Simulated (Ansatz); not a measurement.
C₅H₂BClF₆O₃ (`O[B-]1(Cl)OC(C(F)(F)F)=CC(C(F)(F)F)=[O+]1`) at its PBE0-D4/def2-TZVP geometry, where that method's forces vanish. The species carries charge 0 and has multiplicity 1.

| atom | x (Å) | y (Å) | z (Å) |
| --- | --- | --- | --- |
| O1 | -0.054 | 2.840 | -0.954 |
| B2 | -0.536 | 1.775 | -0.230 |
| Cl3 | -2.046 | 2.045 | 0.776 |
| O4 | -0.834 | 0.603 | -1.174 |
| C5 | -0.591 | -0.597 | -0.862 |
| C6 | -1.127 | -1.617 | -1.868 |
| F7 | -2.438 | -1.477 | -2.003 |
| F8 | -0.873 | -2.861 | -1.467 |
| F9 | -0.552 | -1.430 | -3.050 |
| C10 | 0.134 | -0.989 | 0.248 |
| C11 | 0.733 | 0.038 | 0.954 |
| C12 | 1.743 | -0.241 | 2.069 |
| F13 | 1.353 | 0.345 | 3.192 |
| F14 | 1.858 | -1.548 | 2.291 |
| F15 | 2.934 | 0.236 | 1.727 |
| O16 | 0.551 | 1.267 | 0.727 |
| H17 | -0.575 | 3.635 | -0.850 |
| H18 | 0.320 | -2.025 | 0.475 |

For each bond, give half the difference of the two atoms' forces along it (eV/Å; positive pushes the atoms apart) under PBE-D4, r2SCAN-D4, B3LYP-D4, ωB97M-V in def2-TZVPP. (Estimate.)

Computed: 
```
   bond  length (Å)  PBE-D4  r2SCAN-D4  B3LYP-D4  ωB97M-V
 B2–Cl3       1.835    0.05       0.05      0.16     0.01
 B2–O16       1.534   -0.13      -0.04     -0.01     0.08
  O4–C5       1.263    0.82       0.45      0.23     0.04
  C5–C6       1.529   -0.56      -0.34     -0.25    -0.03
 C5–C10       1.383   -0.08      -0.03     -0.01     0.00
  C6–F7       1.326    0.64       0.29      0.29     0.13
  C6–F8       1.331    0.59       0.26      0.29     0.15
  C6–F9       1.328    0.64       0.29      0.29     0.13
C10–C11       1.383   -0.08      -0.03     -0.01     0.00
C10–H18       1.076    0.04      -0.08     -0.12    -0.14
C11–C12       1.529   -0.56      -0.34     -0.25    -0.03
C11–O16       1.263    0.82       0.45      0.23     0.03
C12–F13       1.326    0.64       0.29      0.29     0.13
C12–F14       1.331    0.60       0.26      0.29     0.15
```

B3LYP here is the variant with VWN-RPA as its local correlation; programs differ in this.
